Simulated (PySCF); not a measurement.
A structure optimised at PBE0-D3(BJ)/def2-SVP, used in a PySCF frequency run:

```
C
H 1 1.0951
H 1 1.0993 2 110.50
H 1 1.0993 2 110.50 3 -121.19
O 1 1.4373 2 106.23 3 119.40
C 5 1.3061 1 116.40 2 -180.00
O 6 1.1854 5 130.36 1 0.00
```
Charge 0, spin multiplicity 2.

Task: Write its SMILES, formula and point group.

Result: CO[C]=O, C2H3O2, Cs

Task: What are its rotational constants (standard atomic weights)?

Result: 23.416, 6.8043, 5.4570 GHz
